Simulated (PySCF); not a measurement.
Compound: C₅H₂FN₂ (charge -1).
Numbering: `[N:1]#[C:2][c:3]1[cH:4][cH:5][n-:6][c:7]1[F:8]` (hydrogens: H9 on C4; H10 on C5)

Computed with PBE0-D3(BJ)/def2-SVP geometry optimisation, gas phase (PySCF).

Q: Give the optimised bond lengths and angles.

A: 
```csv
bond,length (Å)
N1≡C2,1.168
C2–C3,1.406
C3–C4,1.436
C4–C5,1.385
C5–N6,1.373
N6–C7,1.311
C7–F8,1.344
C3–C7,1.413
C4–H9,1.090
C5–H10,1.094
```

A selection of angles:
```csv
angle,degrees
N1–C2–C3,179.8
C2–C3–C4,128.8
C2–C3–C7,127.9
C4–C3–C7,103.3
C3–C4–C5,105.2
C4–C5–N6,112.5
C5–N6–C7,104.6
N6–C7–F8,121.2
C3–C7–N6,114.4
C3–C7–F8,124.4
```

C3 (substituted aromatic carbon) is planar (angles 128.8°, 127.9° and 103.3°, sum 360.0°, 0.00 Å off the plane of its three neighbours). C5 (aromatic CH next to a ring nitrogen) is planar (angles 127.2°, 120.3° and 112.5°, sum 360.0°, 0.00 Å off the plane of its three neighbours). The 5-membered ring C3–C4–C5–N6–C7 has internal angles of 103.3° to 114.4°; it is planar, 0.00 Å rms from its mean plane, widest ring torsion 0°. The 8 heavy atoms lie in one plane (0.000 Å rms). The 3 C–N bonds span 1.168 Å (N1≡C2, drawn triple) to 1.373 Å (C5–N6, aromatic), a spread of 0.205 Å. N6 (two-coordinate ring nitrogen) is bent (angle 104.6°). C4 (aromatic CH carbon) is planar (angles 128.5°, 126.3° and 105.2°, sum 360.0°, 0.00 Å off the plane of its three neighbours).

Point group: Cs (every atom within 0.08 Å of its image). Whether it is a minimum is left open (no frequencies).
